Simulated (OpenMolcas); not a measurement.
A run on Co2+ with its 8 nearest fluoride ions at 2.162 Å, on the Sr site of SrF2 (a = 5.796 Å, distance in the model lattice 2.510 Å). The rest of the host is ab initio model potentials to 7.6 Å and point charges beyond; the distance is set by hand and nothing relaxes. Ligand basis ANO-RCC-VDZP.
```
Co    0.0000    0.0000    0.0000
F     1.2482    1.2482    1.2482
F     1.2482    1.2482   -1.2482
F     1.2482   -1.2482    1.2482
F     1.2482   -1.2482   -1.2482
F    -1.2482    1.2482    1.2482
F    -1.2482    1.2482   -1.2482
F    -1.2482   -1.2482    1.2482
F    -1.2482   -1.2482   -1.2482
```

```yaml
Program: OpenMolcas 26.06
Method: CASSCF
Basis: ANO-RCC-VDZP [5s4p2d1f]
Scalar_Hamiltonian: DKH2, point nucleus
Active_space: 7 electrons in 5 orbitals (3d)
State_averaging: 2S+1 = 4 even, 10 roots; 2S+1 = 2 even, 40 roots
Spin-orbit_coupling: RASSI with atomic mean-field integrals over the reference wave functions
```

146 basis functions. Blocks (2S+1, parity, CSFs, roots kept): 4, even, 10, 10; 2, even, 40, 40.

Task: How long do the RASSCF and RASSI steps take on 1 thread of Arm Neoverse V1 (shared host)?

Result: About 26 s of wall time, without the integral step.
